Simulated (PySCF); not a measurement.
## Spin-rotation constants: `C[C@H](O[SiH3])C(=O)OC1CCCC1`, C₈H₁₆O₃Si

Molfile (atoms numbered from 1):
```
C8H16O3Si
     RDKit          3D

 28 28  0  0  0  0  0  0  0  0999 V2000
    2.6611   -0.0955   -1.5719 C   0  0  0  0  0  0  0  0  0  0  0  0
    2.0219    0.9218   -0.6173 C   0  0  2  0  0  0  0  0  0  0  0  0
    2.9794    1.5559    0.1442 O   0  0  0  0  0  0  0  0  0  0  0  0
    3.5003    1.2368    1.6583 Si  0  0  0  0  0  4  0  0  0  0  0  0
    1.0239    0.1784    0.2557 C   0  0  0  0  0  0  0  0  0  0  0  0
    1.2509   -0.1195    1.4006 O   0  0  0  0  0  0  0  0  0  0  0  0
   -0.0824   -0.1195   -0.4027 O   0  0  0  0  0  0  0  0  0  0  0  0
   -1.0935   -0.8636    0.3057 C   0  0  0  0  0  0  0  0  0  0  0  0
   -1.9440    0.0630    1.1851 C   0  0  0  0  0  0  0  0  0  0  0  0
   -3.1339    0.4280    0.3022 C   0  0  0  0  0  0  0  0  0  0  0  0
   -3.4373   -0.8879   -0.4085 C   0  0  0  0  0  0  0  0  0  0  0  0
   -2.0520   -1.4525   -0.7410 C   0  0  0  0  0  0  0  0  0  0  0  0
    1.8997   -0.5625   -2.1908 H   0  0  0  0  0  0  0  0  0  0  0  0
    3.3837    0.4127   -2.2048 H   0  0  0  0  0  0  0  0  0  0  0  0
    3.1801   -0.8549   -0.9913 H   0  0  0  0  0  0  0  0  0  0  0  0
    1.4802    1.6812   -1.1997 H   0  0  0  0  0  0  0  0  0  0  0  0
    4.6579    2.1280    1.5903 H   0  0  0  0  0  0  0  0  0  0  0  0
    3.9240   -0.1472    1.8576 H   0  0  0  0  0  0  0  0  0  0  0  0
    2.5867    1.6853    2.7052 H   0  0  0  0  0  0  0  0  0  0  0  0
   -0.5814   -1.6243    0.9027 H   0  0  0  0  0  0  0  0  0  0  0  0
   -2.2792   -0.4873    2.0645 H   0  0  0  0  0  0  0  0  0  0  0  0
   -1.3713    0.9266    1.5182 H   0  0  0  0  0  0  0  0  0  0  0  0
   -2.8398    1.1867   -0.4241 H   0  0  0  0  0  0  0  0  0  0  0  0
   -3.9795    0.8026    0.8757 H   0  0  0  0  0  0  0  0  0  0  0  0
   -4.0502   -0.7545   -1.2981 H   0  0  0  0  0  0  0  0  0  0  0  0
   -3.9619   -1.5596    0.2725 H   0  0  0  0  0  0  0  0  0  0  0  0
   -1.7257   -1.1101   -1.7231 H   0  0  0  0  0  0  0  0  0  0  0  0
   -2.0385   -2.5407   -0.7352 H   0  0  0  0  0  0  0  0  0  0  0  0
  1  2  1  0
  2  3  1  0
  3  4  1  0
  2  5  1  0
  5  6  2  0
  5  7  1  0
  7  8  1  0
  8  9  1  0
  9 10  1  0
 10 11  1  0
 11 12  1  0
 12  8  1  0
  1 13  1  0
  1 14  1  0
  1 15  1  0
  2 16  1  6
  4 17  1  0
  4 18  1  0
  4 19  1  0
  8 20  1  0
  9 21  1  0
  9 22  1  0
 10 23  1  0
 10 24  1  0
 11 25  1  0
 11 26  1  0
 12 27  1  0
 12 28  1  0
M  END
```

Method: GIAO B3LYP/pcSseg-1 magnetisability, rotational g tensor and spin-rotation constants, non-relativistic, gas phase (PySCF). Geometry: GFN2-xTB.

(1) Give the nuclear spin-rotation constants along the inertial axes (H = +C I·J) beside the isotropic shieldings.

Results:

(1) Rotational constants 1.9025, 0.3929, 0.3562 GHz. A star marks the isotopologue with that one atom substituted, in its own axes.
| atom | isotope | Caa (kHz) | Cbb (kHz) | Ccc (kHz) | mean (kHz) | σ (ppm) |
| --- | --- | --- | --- | --- | --- | --- |
| H13 | 1H | -0.039 | -0.024 | -0.043 | -0.035 | 30.6 |
| H14 | 1H | -0.089 | -0.024 | -0.031 | -0.048 | 30.2 |
| H15 | 1H | -0.195 | -0.041 | 0.002 | -0.078 | 30.5 |
| H16 | 1H | -0.187 | -0.036 | 0.016 | -0.069 | 27.4 |
| H17 | 1H | 0.071 | -0.036 | -0.023 | 0.004 | 27.2 |
| H18 | 1H | -0.160 | -0.033 | 0.018 | -0.058 | 26.8 |
| H19 | 1H | -0.110 | 0.011 | -0.030 | -0.043 | 26.8 |
| H20 | 1H | -0.140 | -0.038 | 0.016 | -0.054 | 26.4 |
| H21 | 1H | -0.185 | -0.016 | -0.019 | -0.074 | 30.1 |
| H22 | 1H | -0.056 | -0.031 | -0.028 | -0.038 | 29.9 |
| H23 | 1H | -0.178 | -0.032 | -0.006 | -0.072 | 30.3 |
| H24 | 1H | -0.113 | -0.013 | -0.035 | -0.054 | 30.1 |
| H25 | 1H | -0.103 | -0.023 | -0.026 | -0.051 | 29.8 |
| H26 | 1H | -0.123 | -0.031 | -0.019 | -0.058 | 30.4 |
| H27 | 1H | -0.192 | -0.004 | -0.028 | -0.075 | 30.0 |
| H28 | 1H | -0.189 | -0.038 | 0.005 | -0.074 | 29.5 |
| C1 | 13C* | 0.293 | 0.059 | 0.062 | 0.138 | 157.2 |
| C2 | 13C* | 0.369 | 0.100 | 0.088 | 0.186 | 108.8 |
| O3 | 17O* | -0.156 | -0.031 | -0.022 | -0.070 | 306.0 |
| Si4 | 29Si* | -1.131 | -0.220 | -0.212 | -0.521 | 389.5 |
| C5 | 13C* | 1.072 | 0.133 | 0.111 | 0.439 | -4.7 |
| O6 | 17O* | -1.018 | -0.164 | -0.082 | -0.421 | -82.5 |
| O7 | 17O* | -0.420 | -0.107 | -0.091 | -0.206 | 93.1 |
| C8 | 13C* | 0.445 | 0.092 | 0.096 | 0.211 | 100.1 |
| C9 | 13C* | 0.343 | 0.073 | 0.067 | 0.161 | 140.7 |
| C10 | 13C* | 0.318 | 0.064 | 0.061 | 0.147 | 152.3 |
| C11 | 13C* | 0.308 | 0.065 | 0.064 | 0.145 | 150.8 |
| C12 | 13C* | 0.299 | 0.065 | 0.074 | 0.146 | 145.6 |

For the geometry as given, no vibrational averaging.
